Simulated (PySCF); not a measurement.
C4H10BN, SMILES C/C=N/B(C)C.

Geometry optimised at PBE-D3(BJ)/def2-SVP. The structure was generated by enumeration; whether it is a known compound was not checked. The values are those of a single conformer.

The numbers are results of PBE-D3(BJ)/def2-SVP run with PySCF, not measurements.

Harmonic, unscaled wavenumbers; measured fundamentals usually lie a few per cent lower.

Task: Estimate the vibrational spectrum. (An estimate is asked for; the answer gives what the named calculation found.)

Result: 
```csv
mode,ν (cm⁻¹),IR (km/mol),moving atoms (share of kinetic energy)
1,77,0.0,H 96 %
2,82,3.8,"H 37 %, N 33 %, C 28 %"
3,107,1.5,"H 43 %, C 41 %, N 13 %"
4,133,0.1,"H 79 %, N 10 %, C 10 %"
5,143,0.2,"H 86 %, C 12 %"
6,234,0.0,"C 55 %, H 41 %"
7,269,0.4,"C 49 %, H 39 %"
8,373,0.2,"B 48 %, H 46 %"
9,482,8.9,"C 34 %, N 32 %, H 29 %"
10,507,5.8,"N 60 %, H 20 %, C 17 %"
11,647,1.5,"C 64 %, H 28 %"
12,721,1.3,"H 81 %, C 17 %"
13,772,0.3,"H 72 %, C 25 %"
14,823,4.9,"H 85 %, C 13 %"
15,832,1.7,"H 59 %, C 35 %"
16,897,19.1,"H 48 %, B 31 %, C 20 %"
17,922,44.6,"H 52 %, C 37 %, N 9 %"
18,1022,0.1,"H 57 %, C 41 %"
19,1080,11.2,"C 57 %, H 41 %"
20,1103,45.4,"B 60 %, H 32 %"
21,1212,55.8,"H 49 %, B 39 %, C 11 %"
22,1255,16.2,"H 73 %, C 24 %"
23,1260,52.5,"H 60 %, C 30 %, B 10 %"
24,1316,7.8,"H 77 %, C 22 %"
25,1368,5.8,"H 81 %, C 14 %"
26,1380,3.0,H 96 %
27,1383,0.1,H 95 %
28,1395,8.0,H 96 %
29,1395,9.3,H 96 %
30,1401,8.0,H 96 %
31,1431,7.4,"H 63 %, B 17 %, C 16 %"
32,1900,152.5,"N 56 %, C 37 %"
33,2924,60.8,H 92 %
34,2961,8.5,H 97 %
35,2963,24.5,H 97 %
36,2964,5.2,H 97 %
37,3036,0.0,"H 91 %, C 9 %"
38,3040,5.0,"H 91 %, C 9 %"
39,3040,20.1,"H 91 %, C 9 %"
40,3073,24.6,"H 91 %, C 9 %"
41,3074,13.2,"H 91 %, C 9 %"
42,3094,6.3,"H 90 %, C 10 %"
```
